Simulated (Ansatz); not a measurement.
`C[O][InH]` radical. Total charge 0; spin multiplicity 2. In: def2 effective core potential.

Z-matrix (Å, degrees):
```
C
O 1 1.400
H 1 1.102 2 113.9
H 1 1.098 2 110.4 3 120.6
H 1 1.098 2 110.4 3 -120.6
In 2 2.004 1 121.6 3 0.0
H 6 1.778 2 114.2 1 -0.0
```

**Question.** What are the harmonic wavenumbers in cm⁻¹ at PBE0-D4/def2-TZVP (Ansatz, finite differences of forces, unscaled)? (Estimate.)

**Answer.** The calculation gave: 91, 168, 178, 413, 511, 1103, 1161, 1191, 1472, 1483, 1495, 1541, 2957, 3020, 3043.

**Question.** Is this a minimum?

**Answer.** Yes, all 15 modes are real.

**Question.** Give the ideal-gas thermochemistry at 298.15 K and 1 bar (rigid rotor, harmonic oscillator; point group Cs, symmetry number 1).

**Answer.** Zero-point energy 118.6 kJ/mol; H(298) − E = 135.2 kJ/mol; entropy 321.3 J/(mol·K), of which translation 171.1, rotation 101.8, vibration 42.6, electronic 5.8; G(298) − E = 39.4 kJ/mol. Modes under 100 cm⁻¹ are hindered rotations or soft bends, so the harmonic entropy is rough.
